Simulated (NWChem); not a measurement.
System: C2H6AlF; SMILES [CH3][Al]([CH3])[F]

The following NWChem deck was run.

```
start job
memory heap 200 mb stack 900 mb global 1100 mb
geometry units angstroms noautosym nocenter noautoz
  Al    -0.064735     0.002216    -0.001334
  C      0.790735     1.750313    -0.008397
  H      1.618892     1.796793    -0.735091
  H      1.231951     1.966487     0.980405
  H      0.084778     2.563160    -0.238369
  C      0.827324    -1.727433     0.007299
  H      0.673982    -2.243081    -0.956545
  H      0.408523    -2.389264     0.783350
  H      1.913661    -1.651659     0.171881
  F     -1.740003    -0.028939     0.001418
end
basis spherical
  * library def2-svpd
end
dft
  xc pbe0
  iterations 150
end
property
  response 1 0.0
end
task dft property
```

Geometry: optimised at PBE0/def2-SVP.

Static field.

Task: What results follow from this input? (PBE0/def2-SVPD.) Quantities: isotropic polarisability (bohr³); anisotropy (bohr³).

Result: 
```json
{
 "isotropic polarisability (bohr³)": "50.1",
 "anisotropy (bohr³)": "14.1"
}
```
